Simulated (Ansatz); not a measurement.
Consider the formal exchange of groups at a C–O bond: `C[O][Ga]([OH])[O]C` + `F[B]1[CH2][GeH2]1` → `C[CH]1[GeH2][B]1F` + `C[O][Ga]([OH])[OH]`.

Program: Ansatz. Geometries: PBE0-D4/def2-TZVP. ΔE: electronic, gas phase. CCSD(T)/CBS is the MP2 limit (def2-TZVPP, def2-QZVPP) plus CCSD(T) − MP2 in def2-TZVPP, frozen cores. Functionals use def2-TZVPP. B3LYP here is the variant with VWN-RPA as its local correlation; programs differ in this. For Ga, Ge outer-core shells are correlated without core-valence functions, which leaves a few kJ/mol of doubt a bond. Scalar relativity is left out up to krypton. One conformer a species, not always the lowest.

`C[O][Ga]([OH])[O]C`:

Cartesian coordinates in Å:
```
C -0.033 -2.078 1.273
O 0.377 -1.007 0.451
Ga -0.679 0.359 0.073
O -2.323 0.412 0.740
O -0.080 1.658 -0.965
C 1.220 1.643 -1.516
H 0.019 -3.015 0.708
H -1.054 -1.966 1.653
H 0.642 -2.160 2.131
H -2.811 1.194 0.474
H 1.754 2.549 -1.213
H 1.156 1.634 -2.609
H 1.812 0.776 -1.202
```

`F[B]1[CH2][GeH2]1`:

```xyz
8

F    -1.483   -0.818    1.726
B    -0.496   -0.576    0.893
C    -0.255   -0.790   -0.562
Ge    0.584    0.990    0.302
H     0.717   -1.142   -0.902
H    -1.047   -0.970   -1.286
H     2.036    0.950   -0.179
H    -0.054    2.356    0.008
```

`C[CH]1[GeH2][B]1F`:

```xyz
11

C    -1.493    0.515    0.112
C    -0.094    0.116    0.502
Ge    1.547   -1.038   -0.405
B     1.153    0.832    0.125
F     1.402    2.019   -0.397
H    -1.498    1.144   -0.779
H    -2.122   -0.357   -0.085
H    -1.968    1.086    0.918
H    -0.039   -0.566    1.351
H     1.619   -2.249    0.529
H     1.493   -1.502   -1.872
```

`C[O][Ga]([OH])[OH]`:

Z-matrix (Å, degrees):
```
C
O 1 1.411
H 1 1.096 2 113.2
H 1 1.095 2 109.5 3 120.8
H 1 1.095 2 109.6 3 -120.8
Ga 2 1.768 1 122.5 3 0.2
O 6 1.774 2 120.3 1 180.0
O 6 1.775 2 119.2 1 -0.0
H 7 0.960 6 113.1 2 -0.0
H 8 0.960 6 113.1 2 -180.0
```

| level | ΔE (kcal/mol) | difference from CCSD(T)/CBS |
| --- | --- | --- |
| PBE-D4 | -14.9 | 0.4 |
| r2SCAN-D4 | -14.4 | 0.9 |
| PBE0-D4 | -14.8 | 0.5 |
| B3LYP-D4 | -13.6 | 1.7 |
| r2SCAN | -14.4 | 0.9 |
| CCSD/def2-TZVPP | -14.1 | 1.2 |
| CCSD(T)/def2-TZVPP | -14.6 | 0.7 |
| HF/def2-QZVPP | -11.3 | 4.0 |
| HF/CBS(def2) | -11.3 | 4.0 |
| CCSD/CBS(def2) | -14.8 | 0.5 |
| CCSD(T)/CBS | -15.3 | 0 |

Largest T1 diagnostic among the species: 0.014.

In def2-TZVPP, CCSD(T) changes the Hartree–Fock value by −3.3 kcal/mol (the triples alone add −0.5 kcal/mol) and MP2 by −5.0 kcal/mol.

CCSD(T)/CBS has its own doubt, a few kJ/mol and more with outer-core shells, so smaller differences from it don't rank the levels.
